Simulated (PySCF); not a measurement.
C3H6OSi2, SMILES O=C[Si@H]1C=C[SiH2]1.

Geometry: PBE0-D3(BJ)/def2-SVP. The structure was generated by enumeration; whether it is a known compound was not checked. Other conformers were not sampled.

Two levels are set side by side: TDDFT-PBE/def2-SVPD (PySCF) and TDDFT-M06-2X/def2-SVPD (PySCF). Vertical, same geometry. The lowest singlet is HOMO→LUMO 99 % with PBE and HOMO→LUMO 77 % with the other functional; states are paired by order. Differences are taken from unrounded values.

| quantity | TDDFT-M06-2X | TDDFT-PBE | TDDFT-PBE minus TDDFT-M06-2X |
|---|---|---|---|
| lowest singlet excitation (eV) | 2.85 | 2.91 | 0.06 |
| lowest triplet excitation (TDA) (eV) | 2.41 | 2.29 | -0.12 |
| first bright state (f over 0.05) (eV) | 5.87 | 4.56 | -1.31 |
| its oscillator strength | 0.14 | 0.10 | -0.04 |

Rough cost on one machine, each run with all the roots and properties that it gave: TDDFT-M06-2X against TDDFT-PBE about 20 times.
